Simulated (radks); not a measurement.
Spherical jellium clusters: N electrons in a uniform positive sphere of charge N and radius rs N^(1/3), rs = 3.1 bohr. Calculated with a radial shooting solver with Libxc functionals: non-relativistic Kohn-Sham, PBE, spin-polarised, spherical densities. Levels are named by radial order and angular momentum (1s, 1p, 1d, 2s, ...), and open shells are averaged over m. Each electron was tried in the lowest free levels, single moves between levels near the top were tried too, and the lowest total energy was kept; such a search can miss a lower state. Energies include the self-energy of the background; IP and EA are vertical (highest electron removed, lowest free level filled), at fixed background; spill-out counts the electrons outside the background radius R, and alpha is the static dipole polarisability from linear response (closed shells only). A dash means not computed or, for alpha, an open shell; in EA it means that no bound solution was reached, which is typical of self-interaction and does not show that the anion is unstable. Real open-shell clusters deform, which this model forbids.

N                         open shells  2S  E/N (eV)  E(N+1) + E(N-1) - 2E(N) (eV)  IP (eV)  -e(HOMO) (eV)  spill-out (e)
1                    1s(up 1, down 0)   1    -1.100                             -        -          3.595           0.45
2                                none   0    -1.602                         1.535    6.307          3.891           0.65
3                    1p(up 1, down 0)   1    -1.258                        -0.873    4.293          2.345           1.01
4                    1p(up 2, down 0)   2    -1.304                        -0.644    5.119          3.066           1.22
5                    1p(up 3, down 0)   3    -1.461                         0.550    5.578          3.536           1.37
6                    1p(up 3, down 1)   2    -1.473                        -0.633    4.851          3.091           1.53
7                    1p(up 3, down 2)   1    -1.573                        -0.426    5.383          3.563           1.66
8                                none   0    -1.700                         1.851    5.700          3.886           1.77
9                    1d(up 1, down 0)   1    -1.594                        -0.394    3.751          2.160           1.98
10                   1d(up 2, down 0)   2    -1.548                        -0.338    4.149          2.551           2.16
11                   1d(up 3, down 0)   3    -1.542                        -0.291    4.455          2.861           2.30
12                   1d(up 4, down 0)   4    -1.560                        -0.252    4.698          3.116           2.42
13                   1d(up 5, down 0)   5    -1.596                         0.502    4.896          3.329           2.53
14  1d(up 5, down 0) 2s(up 1, down 0)   6    -1.590                        -0.142    4.340          2.932           2.80
15                   1d(up 5, down 2)   3    -1.594                        -0.339    4.534          3.070           2.76
16                   1d(up 5, down 3)   2    -1.620                        -0.216    4.753          3.293           2.86
17                   1d(up 5, down 4)   1    -1.655                        -0.186    4.931          3.480           2.95
18                               none   0    -1.696                         0.187    5.080          3.639           3.03
19                   2s(up 1, down 0)   1    -1.723                         0.370    4.855          3.476           3.22
20                               none   0    -1.729                         0.802    4.492          3.218           3.45
21                   1f(up 1, down 0)   1    -1.696                        -0.195    3.728          2.403           3.57
22                   1f(up 2, down 0)   2    -1.676                        -0.178    3.906          2.587           3.68
23                   1f(up 3, down 0)   3    -1.664                        -0.162    4.062          2.750           3.77
24                   1f(up 4, down 0)   4    -1.660                        -0.149    4.200          2.896           3.86
25                   1f(up 5, down 0)   5    -1.663                        -0.138    4.324          3.028           3.95
26                   1f(up 6, down 0)   6    -1.671                        -0.127    4.436          3.147           4.02
27                   1f(up 7, down 0)   7    -1.683                         0.480    4.536          3.257           4.10
28                   1f(up 7, down 1)   6    -1.676                        -0.156    4.030          2.794           4.18
29                   1f(up 7, down 2)   5    -1.676                        -0.141    4.169          2.937           4.26
30                   1f(up 7, down 3)   4    -1.680                        -0.128    4.292          3.065           4.34
31                   1f(up 7, down 4)   3    -1.689                        -0.118    4.402          3.181           4.41
32                   1f(up 7, down 5)   2    -1.700                        -0.109    4.501          3.286           4.48
33                   1f(up 7, down 6)   1    -1.714                        -0.101    4.591          3.383           4.55
34                               none   0    -1.730                         0.459    4.673          3.472           4.61
35                   2p(up 1, down 0)   1    -1.732                        -0.087    4.196          3.048           4.80
36                   2p(up 2, down 0)   2    -1.737                             -    4.304          3.156           4.98

All shells are closed at N = 2, 8, 18, 20, 34 (there: 1s2 1p6 1d10 2s2 1f14); the second difference of the energy has clear peaks (12 % above both neighbours; the first and last values, which can be the largest, are not judged, and half-filled shells can peak too) at N = 5, 8, 13, 20, 27, 34.
